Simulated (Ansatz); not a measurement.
Calculated with Ansatz (gas phase, PBE0-D4/def2-TZVP geometries, no zero-point term in ΔE). CCSD(T)/CBS adds triple-zeta CCSD(T) − MP2 to the extrapolated MP2 energy (def2 sets, frozen cores). This one scheme is used for every species. DFT in def2-TZVPP. Each species was taken in one conformer, which may not be the lowest.

`[SiH3]C[SiH](Cl)Cl` → `Cl[Si]Cl` + `C[SiH3]`  (silylene formation by 1,1-elimination)

`[SiH3]C[SiH](Cl)Cl`:

Z-matrix (Å, degrees):
```
Si
C 1 1.881
H 1 1.483 2 110.3
H 1 1.486 2 109.7 3 120.3
H 1 1.487 2 109.9 3 -120.3
Si 2 1.845 1 114.8 3 73.7
H 2 1.096 1 109.0 3 -165.9
H 2 1.095 1 109.2 3 -49.0
Cl 6 2.049 2 110.6 1 -176.0
Cl 6 2.049 2 109.9 1 -56.2
H 6 1.477 2 112.6 1 63.8
```

`Cl[Si]Cl`:

```xyz
3

Cl   -1.044   -0.158    1.288
Si   -0.372    0.595   -0.528
Cl    1.416   -0.437   -0.759
```

`C[SiH3]`:

Z-matrix (Å, degrees):
```
C
Si 1 1.871
H 1 1.092 2 110.8
H 1 1.092 2 110.8 3 -120.0
H 1 1.092 2 110.8 3 120.0
H 2 1.488 1 110.7 3 -179.9
H 2 1.488 1 110.7 3 -59.9
H 2 1.488 1 110.7 3 60.1
```

CCSD(T)/CBS gives +1.70 eV.

(1) Another level gave +1.65 eV. Which?
A. RPA@PBE/def2-TZVPP
B. BHLYP-D4/def2-TZVPP
C. CCSD/def2-TZVPP
D. BLYP/def2-TZVPP

(2) What do rigid-rotor, harmonic-oscillator terms from PBE0-D4/def2-TZVP frequencies (298.15 K, 1 bar) make of the CCSD(T)/CBS value? (Best estimate.)

Largest T1 diagnostic among the species: 0.013.

Answers

(1) C. CCSD/def2-TZVPP 1.65, BHLYP-D4 1.74, RPA@PBE/def2-TZVPP 1.50, BLYP 1.05 eV.

(2) Computed: ΔZPE = -0.02 eV, ΔH = +1.70 eV, ΔS = 151 J/(mol·K), ΔG = +1.23 eV. Modes under 50 cm⁻¹ make the entropy rough.

From r2SCAN to r2SCAN0 (25 % exact exchange), in def2-TZVPP and without D4, ΔE moves by +0.08 eV. The D4 term adds +0.22 eV with B3LYP and +0.12 eV with PBE0; it sums over pairs of atoms, weighted by their polarisabilities, and B3LYP, whose exchange is more repulsive, gets the larger term.

B3LYP here is the variant with VWN-RPA as its local correlation; programs differ in this.
